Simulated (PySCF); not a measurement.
# Static response to an electric field

C₆H₁₀FSi (charge +1).
Geometry (GFN2-xTB, Å), atoms numbered from 1 in this order:
```
atom  x, y, z in Å
C1     3.3896    1.4617   -0.7490
C2     2.1719    0.7625   -1.0642
C3     1.1627    0.1802   -1.3489
C4    -0.0532   -0.5393   -1.7178
Si5   -1.2829   -0.4865   -0.2795
C6    -1.7754    1.0083    0.7407
C7    -2.0353   -2.1697    0.2516
F8    -2.8783   -1.9331    1.3066
H9     3.9838    1.5909   -1.6520
H10    3.9700    0.8970   -0.0214
H11    3.1575    2.4429   -0.3378
H12    0.2097   -1.5723   -1.9847
H13   -0.4673   -0.0721   -2.6186
H14   -0.9000    1.5538    1.0987
H15   -2.3750    1.7133    0.1608
H16   -2.3691    0.7072    1.6097
H17   -1.2848   -2.8902    0.5980
H18   -2.6329   -2.6482   -0.5332
```

Level: PBE0/def2-SVPD (PySCF), static field, nuclei fixed, core orbitals frozen in the response. The polarisability tensor in these axes (au):

```
x   123.02  23.57 -10.66
y    23.57  92.32   2.59
z   -10.66   2.59  78.03
```

Give the principal values, the mean and the anisotropy Δα = √{½[(α1 − α2)² + (α2 − α3)² + (α1 − α3)²]}.

Principal values 70.81, 85.61 and 136.94 au; mean 97.79 au = 14.49 Å³ = 16.12 × 10⁻⁴⁰ C²·m²/J; Δα = 60.11 au (61 % of the mean).

Give the eigenvalues of the traceless quadrupole moment Θ = ½Σq(3rr − r²1), origin at the centre of nuclear charge.

-12.56, -3.01, 15.57 D·Å. The values depend on the origin, since the species is charged. The electronic extent ⟨r²⟩ about the same centre is 1838 bohr², a root-mean-square distance of 2.75 Å for the 68 electrons.

Give the principal axes and the span of the nuclei along them.

Largest value along (0.88, 0.46, -0.14), where the nuclei span 8.05 Å; middle along (-0.28, 0.72, 0.63), 4.64 Å; least along (0.39, -0.52, 0.76), 3.59 Å. The response follows the extents in order.

Sum over states: ᾱ = Σ f/ω², ω in Eh. What share falls to these 6 lowest TDDFT singlets (eV, f)? 2.54, 0.0056; 2.63, 0.0404; 4.63, 0.0034; 5.39, 0.0083; 5.50, 0.0200; 5.70, 0.0331.

They add up to 6.54 au, 6.7 % of the 97.79 au; the largest single term is 4.33 au, from the state at 2.63 eV. Terms in order: 0.64, 4.33, 0.12, 0.21, 0.49, 0.76 au. Higher excitations give the rest. The strengths listed sum to 0.111.

What depolarisation ratio follows for Rayleigh scattering of linearly polarised light, taking the static tensor?

ρ = 3Δα²/(45ᾱ² + 4Δα²) = 10840.3/(430297 + 14453.7) = 0.0244.

Geometry: GFN2-xTB, one conformer, isolated ion.
